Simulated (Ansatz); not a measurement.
Species: fluoro(dimethyl)borane, C2H6BF, charge 0, multiplicity 1. 
Coordinates optimised at B3LYP-D3(BJ)/def2-TZVP (Ansatz, a first-principles code):
SMILES: CB(C)F
```xyz
10

B      0.0036    -0.0313     0.0561
F      0.0900    -0.6867     1.2245
C      1.3332     0.5048    -0.5708
C     -1.4178     0.1381    -0.5755
H      1.1845     1.3985    -1.1798
H      1.7247    -0.2658    -1.2476
H      2.1079     0.6957     0.1737
H     -1.8163     1.1115    -0.2611
H     -2.1274    -0.6204    -0.2413
H     -1.3937     0.1593    -1.6669
```

Basis-set convergence of Hartree-Fock and CCSD correlation energies (hartree) with Ansatz. Valence correlation only, unless marked. Spin-orbit coupling is left out. No relativistic terms.

```tsv
basis	functions	E(HF)	E(corr, CCSD)
aug-cc-pVDZ	146	-203.45178	-0.63067
aug-cc-pVTZ	322	___	___
```

Task: Some entries are withheld; supply them.

Result: 
- aug-cc-pVTZ, E(HF): -203.51147
- aug-cc-pVTZ, E(corr, CCSD): -0.75268
